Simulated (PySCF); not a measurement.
Problem. What does the PBE0-D3(BJ)/def2-SVP structure of `BC1=COC=C1` look like in three dimensions?

Solution. 
Z-matrix in Å and degrees, rows numbered from 1:
```
B 
C   1  1.5249
C   2  1.4464  1  130.89
C   3  1.3556  2  106.82  1  -179.86
O   4  1.3621  3  110.13  2    -0.00
C   5  1.3315  4  107.36  3    -0.01
H   1  1.2095  2  120.99  3     0.05
H   1  1.2104  2  119.65  3   179.99
H   3  1.0882  2  126.53  1     0.11
H   4  1.0868  3  134.15  2  -179.98
H   6  1.0887  2  131.83  1    -0.14
```

B1 (three-coordinate boron) is planar (angles 121.0°, 119.7° and 119.4°, sum 360.0°, 0.00 Å off the plane of its three neighbours). O5 (furan-type oxygen) is bent (angle 107.4°). The 6 heavy atoms lie in one plane (0.001 Å rms). The C–C distances run from 1.356 Å (C3–C4, aromatic) to 1.446 Å (C2–C3, aromatic), a spread of 0.090 Å.

Computed, not measured: PySCF, PBE0-D3(BJ)/def2-SVP geometry optimisation, gas phase.

Point group: Cs (every atom within 0.08 Å of its image). Stationary, but not proved a minimum.

The run took 23 s of wall time on one thread, Arm Neoverse V1, on a shared host. That covers the optimisation of the geometry.
